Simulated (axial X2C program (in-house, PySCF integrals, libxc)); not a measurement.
**Spin–orbit effects down a group: molecules with Na, CCSD**

All values come from calculations with an in-house relativistic program for diatomic molecules, spin-free (one-electron X2C) or two-component (2c: spin–orbit coupling with atomic mean-field Coulomb and Gaunt terms, which also bring small scalar terms), in Dyall basis sets with cores contracted in-house; open shells are unrestricted.

Basis sets: Ag dyall-cv3z, Au dyall-cv3z, Cu dyall-cv3z, Na dyall-cv3z. Frozen shells (counts by l): NaCu Cu 3s2p, Na 2s1p, 12 electrons correlated; NaAg Ag 4s3p1d, Na 2s1p, 12 electrons correlated; NaAu Au 5s4p2d1f, Na 2s1p, 12 electrons correlated. Coupled cluster in natural virtuals with an MP2 remainder. Where the outer core of a metal is frozen, bonds come out longer and ionisation energies lower.

```
molecule  spin-free state  Re (Å)  ωe (cm⁻¹)  De (eV)  2c state  Re 2c (Å)  ωe 2c (cm⁻¹)  De 2c (eV)
    NaCu   M_S = 0, Λ = 0   2.586      207.8     1.44     Ω = 0      2.586         208.0        1.44
    NaAg   M_S = 0, Λ = 0   2.700      200.0     1.45     Ω = 0      2.701         199.9        1.46
    NaAu   M_S = 0, Λ = 0   2.623      235.7     2.41     Ω = 0      2.623         237.0        2.44
```

Task: Work out the shifts from the spin-free to the two-component result.

Result: 

| molecule | 2c state | ΔRe (Å) | Δωe (cm⁻¹) | ΔDe (eV) |
| --- | --- | --- | --- | --- |
| NaCu | Ω = 0 | 0.000 | 0.2 | 0.00 |
| NaAg | Ω = 0 | 0.001 | -0.1 | 0.01 |
| NaAu | Ω = 0 | 0.000 | noise | 0.03 |

Shifts of one unit in the last digit are rounding. Where the truncated virtual spaces of the two runs make Δωe unreliable it is marked noise.

Each entry is the lowest single determinant of a limited PBE0 search at one distance. De goes to single-determinant-based atoms at the same level (for ions the charge split of lowest energy) and is withheld (n/a) where an atom does not fit its ground term or J level. Main or longest-lived isotopes. One determinant is a doubtful description, or other states lie close, for NaCu, NaAg, NaAu; these need not be ground states, and all values refer to the states named.
